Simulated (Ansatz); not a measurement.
Ideal-gas functions of `O[SiH](F)[SiH3]` at 298.15 K and 1 bar, from an Ansatz frequency run at PBE0-D4/def2-TZVP.

Molar mass 96.21 g/mol, point group C1 (symmetry number 1), electronic degeneracy 1, moments of inertia 80.395, 177.685, 231.331 u Å². Harmonic wavenumbers (cm⁻¹, unscaled): 84, 142, 200, 243, 331, 420, 510, 525, 746, 826, 841, 855, 911, 932, 937, 964, 2206, 2222, 2231, 2237, 3912.

Use S(trans) = R[1.5 ln M + 2.5 ln T − 1.1517]; rotational temperatures θ = 24.2544 K / I; S(rot) = R[ln(√π/σ · √(T³/θAθBθC)) + 1.5]; for each mode x = 1.438777 ν̃/T, S = R[x/(eˣ − 1) − ln(1 − e⁻ˣ)] and H = RT x/(eˣ − 1); 1 cm⁻¹ = 0.0119627 kJ/mol; R = 8.31446 J/(mol·K).

**Question.** By hand: the entropy, in J/(mol·K).

**Answer.** Translation 165.8. Rotation: θ = 0.3017, 0.1365, 0.1048 K, giving 110.9. Vibration, mode by mode: 15.88, 11.62, 8.92, 7.45, 5.25, 3.73, 2.65, 2.50, 1.07, 0.78, 0.74, 0.70, 0.56, 0.51, 0.50, 0.45, 0.00, 0.00, 0.00, 0.00, 0.00, in all 63.3. Electronic 0.0. Sum 340.0 J/(mol·K).

**Question.** By hand: H − E and G − E in kJ/mol, counted from the electronic energy.

**Answer.** Zero-point energy ½ × 22275 × 0.0119627 = 133.2; thermal vibration 10.7; translation, rotation and pV give 4 RT = 9.9. H − E = 153.8 kJ/mol, and G − E = 153.8 − 298.15 × 340.0/1000 = 52.4 kJ/mol.

Vibration gives 19 % of the entropy, 27.5 J/(mol·K) of it from the modes under 150 cm⁻¹: soft modes count most, and the harmonic formula is weakest for them. The sum counts one conformer and one mirror image; others add a mixing term.
